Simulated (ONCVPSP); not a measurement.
## beryllium ONCV: all-electron and pseudo phase curves

ONCVPSP 4.0.1 input, shortened (lines: element, Z, core and valence counts, functional; n l f; lmax; l rc ep ncon nbas qcut; lloc lpopt rc5 dvloc0; l nproj debl; icmod fcfact rcfact), BLYP, scalar-relativistic:

```
  Be 4.00    1    1  -106131      upf
    1    0    2.00
    2    0    2.00
    1
    0    1.65    0.00    4    7    3.40
    1    1.55    0.02    4    9    6.40
    4    5    1.40    4.00
    0    2    3.20
    1    2    0.60
    3    5.00    1.20
```

In the p channel the program set the typed energies aside and used 0.050, 0.650 Ha.

The phase is arctan(r·R′/R) of the radial function R(r), unwrapped; energies in Ha, scanned from -2 to 5 Ha. A pole is an energy at which the radial function vanishes at the test radius. The pseudo phase is shifted by a multiple of π to meet the all-electron one at the reference energy, and phase errors are pseudo minus all-electron; the curves can meet again beyond the range given. Levels narrower than the energy grid can be missing from the lists of poles.

**Question.** For each channel, where are the poles, and over which energies does the pseudopotential scatter like the atom?

**Answer.**

| channel | radius (bohr) | reference energy (Ha) | poles, all-electron | poles, pseudo | unbroken range about the reference energy with phases within 0.05 rad | phase error 1 Ha above the reference energy (rad) |
| --- | --- | --- | --- | --- | --- | --- |
| s | 1.68 | -0.20 | 2.19 | 2.19 | below 4.5 | -0.001 |
| p | 1.57 | 0.05 | 1.84 | 1.84 | below 4.2 | +0.000 |

Phases in the p channel:

| E (Ha) | all-electron | pseudo |
| --- | --- | --- |
| -1.98 | 1.070 | 1.070 |
| -1.80 | 1.031 | 1.031 |
| -1.62 | 0.984 | 0.984 |
| -1.44 | 0.926 | 0.926 |
| -1.26 | 0.853 | 0.853 |
| -1.08 | 0.759 | 0.759 |
| -0.90 | 0.635 | 0.635 |
| -0.72 | 0.469 | 0.469 |
| -0.54 | 0.251 | 0.251 |
| -0.36 | -0.019 | -0.019 |
| -0.18 | -0.317 | -0.317 |
| 0.00 | -0.596 | -0.596 |
| 0.18 | -0.825 | -0.825 |
| 0.36 | -1.000 | -1.000 |
| 0.54 | -1.133 | -1.133 |
| 0.72 | -1.235 | -1.235 |
| 0.90 | -1.315 | -1.315 |
| 1.08 | -1.381 | -1.381 |
| 1.26 | -1.435 | -1.435 |
| 1.44 | -1.482 | -1.482 |
| 1.62 | -1.524 | -1.524 |
| 1.80 | -1.562 | -1.562 |
| 1.98 | -1.598 | -1.598 |
| 2.16 | -1.633 | -1.633 |
| 2.34 | -1.668 | -1.668 |
| 2.52 | -1.705 | -1.704 |
| 2.70 | -1.744 | -1.743 |
| 2.88 | -1.788 | -1.786 |
| 3.06 | -1.838 | -1.836 |
| 3.24 | -1.898 | -1.895 |
| 3.42 | -1.974 | -1.969 |
| 3.60 | -2.074 | -2.065 |
| 3.78 | -2.211 | -2.196 |
| 3.96 | -2.408 | -2.382 |
| 4.14 | -2.692 | -2.649 |
| 4.32 | -3.066 | -3.004 |
| 4.50 | -3.454 | -3.387 |
| 4.68 | -3.766 | -3.709 |
| 4.86 | -3.985 | -3.939 |
